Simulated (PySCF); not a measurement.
Worked example: oscillator strength and radiative lifetime

C3H7NSi, SMILES C=C=CN[SiH3].

Geometry: ωB97X-D3(BJ)/def2-SVP. The structure was generated by enumeration, and PubChem lists no compound with its InChIKey, so it may never have been made. The values are those of a single conformer.

TDDFT-ωB97X/def2-SVPD in PySCF 2.14.0 puts the first singlet state with f over 0.02 at 6.39 eV (vertical), with the transition dipole (-0.442, 1.348, 0.000) in atomic units.

Task: Find the oscillator strength, the wavelength and the radiative lifetime that this transition would have in vacuum if emission retraced absorption.

Result: 
|μ|² = 2.0125 au, so |μ| = 3.61 D. ΔE = 6.39/27.211 = 0.2348 hartree. f = (2/3) ΔE |μ|² = 0.315 (the program prints 0.315).
λ = 1239.84/6.39 = 194 nm; ν = 51539 cm⁻¹.
Einstein's coefficient A = 0.6670 ν² f s⁻¹ (ν in cm⁻¹) = 5.6e8 s⁻¹, so τ = 1/A = 1.8 ns. This state is S3; the lower singlets have f = 0.000, 0.001. The figure is the radiative limit of this one transition; relaxation, internal conversion, crossing to triplets and a medium change what is measured.
